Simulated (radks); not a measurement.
Values are calculated unless marked as measured or tabulated.
B2+, configuration [He] 2s1. Level of theory: non-relativistic Kohn-Sham, PBE, spin-polarised, spherical densities, point nucleus; open shells are filled with parallel spins first (a radial shooting solver on a logarithmic mesh with Libxc functionals).

Normalised radial functions P(r) = r R(r), r in bohr:

r,1s up,1s down,2s up
0.03035,0.5450,0.5447,0.1438
0.0334,0.5908,0.5905,0.1558
0.03706,0.6437,0.6433,0.1697
0.0408,0.6955,0.6951,0.1832
0.04527,0.7547,0.7542,0.1986
0.04983,0.8120,0.8116,0.2135
0.05529,0.8769,0.8764,0.2302
0.06086,0.9389,0.9384,0.2460
0.06753,1.0079,1.0074,0.2635
0.07434,1.0728,1.0722,0.2798
0.08249,1.1434,1.1428,0.2972
0.0908,1.2081,1.2075,0.3127
0.1007,1.2765,1.2759,0.3286
0.1109,1.3369,1.3364,0.3420
0.1231,1.3980,1.3974,0.3545
0.1355,1.4487,1.4482,0.3637
0.1503,1.4959,1.4954,0.3703
0.1654,1.5305,1.5302,0.3725
0.1836,1.5566,1.5564,0.3700
0.2021,1.5684,1.5683,0.3623
0.2242,1.5663,1.5664,0.3472
0.2468,1.5494,1.5497,0.3262
0.2739,1.5140,1.5145,0.2950
0.3015,1.4650,1.4656,0.2578
0.3345,1.3944,1.3952,0.2077
0.3682,1.3140,1.3149,0.1524
0.4086,1.2121,1.2129,0.0825
0.4497,1.1066,1.1072,0.0093
0.499,0.9831,0.9834,-0.0786
0.5493,0.8640,0.8640,-0.1662
0.6095,0.7335,0.7333,-0.2662
0.6709,0.6155,0.6152,-0.3607
0.7444,0.4943,0.4942,-0.4622
0.8195,0.3921,0.3922,-0.5522
0.9093,0.2952,0.2949,-0.6426
1.001,0.2198,0.2189,-0.7157
1.111,0.1533,0.1519,-0.7781
1.222,0.1054,0.1038,-0.8157
1.356,0.0668,0.0652,-0.8311
1.493,0.0416,0.0402,-0.8201
1.657,0.0234,0.0223,-0.7813
1.824,0.0129,0.0122,-0.7231
2.024,0.0063,0.0058,-0.6410
2.228,0.0030,0.0027,-0.5535
2.472,0.0012,0.0011,-0.4535
2.721,0.0005,0.0004,-0.3625
3.019,0.0002,0.0001,-0.2713
3.323,0.0001,0.0000,-0.1978
3.687,0.0000,0.0000,-0.1324
4.059,0.0000,0.0000,-0.0861
4.504,0.0000,0.0000,-0.0504
4.957,0.0000,0.0000,-0.0286
5.501,0.0000,0.0000,-0.0142

1s up: eigenvalue -211.29 eV, 0 radial nodes, <r> = 0.328 bohr, 90 % of the charge inside 0.590 bohr. 1s down: eigenvalue -210.48 eV, 0 radial nodes, <r> = 0.328 bohr, 90 % of the charge inside 0.590 bohr. 2s up: eigenvalue -32.656 eV, 1 radial node at r = 0.455 bohr, <r> = 1.62 bohr, 90 % of the charge inside 2.50 bohr.
